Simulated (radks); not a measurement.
The numbers below are computed, except where a source is named.
Task: Numerical settings for neutral bromine, [Ar] 3d10 4s2 4p5. Code: a radial shooting solver on a logarithmic mesh with Libxc functionals. Model: Dirac Kohn-Sham, PBE, spin-unpolarised, spherical densities, point nucleus; open shells fill j = l - 1/2 first. The defaults (mesh step 0.008 in ln r, mesh end at 40 bohr or more with all orbitals vanishing there, Anderson mixing 0.5 over 9 steps, residual threshold near 1e-9 with the energy settled to 1e-9 hartree or 1e-11 of itself, here a cap of 78 iterations) give E = -2606.5971 hartree and 4p3/2 at -7.675 eV in 14 iterations. Times are rough (one thread of a shared host). One setting is changed at a time: mesh step in ln r 0.003; mesh step in ln r 0.2; mesh step in ln r 0.08; mesh end (bohr) 20; mesh end (bohr) 1; residual threshold 1e-16; residual threshold 1e-05; mixing 0.2; linear mixing, mixing 0.5; linear mixing, mixing 0.05; mixing history 2; iteration cap 8. Which runs fail to converge, and which converge to a wrong energy?

Result: Not converged within the cap: mesh step in ln r 0.2; mesh step in ln r 0.08; residual threshold 1e-16; linear mixing, mixing 0.05; iteration cap 8. Settled on a wrong energy, with an occupied level pushed above zero by the early mesh end: mesh end (bohr) 1 (+159 hartree). Apart from these: no run marked as converged misses the energy by more than 1 mhartree.
